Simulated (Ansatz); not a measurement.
Ansatz results at the PBE0-D4/def2-TZVP geometry: HOMO energy (PBE/def2-TZVPP) -6.83 eV; HOMO–LUMO gap (ωB97M-V/def2-TZVPP) 9.86 eV; LUMO energy (PBE/def2-TZVPP) -2.98 eV.

Each molecule was computed in one conformer, which needn't be the lowest.

Task: Which molecule gave them?
A. `[SiH3][GeH]([Cl])[BH]Cl`
B. `OP([SiH3])[SiH3]`
C. `[SiH3][GeH2][B](Cl)Cl`
D. `O[Si](F)([SiH3])S`

Result: C. The others give `O[Si](F)([SiH3])S`: -6.52, 11.37, -1.15; `OP([SiH3])[SiH3]`: -5.86, 9.95, -1.86; `[SiH3][GeH]([Cl])[BH]Cl`: -6.57, 9.25, -3.39.
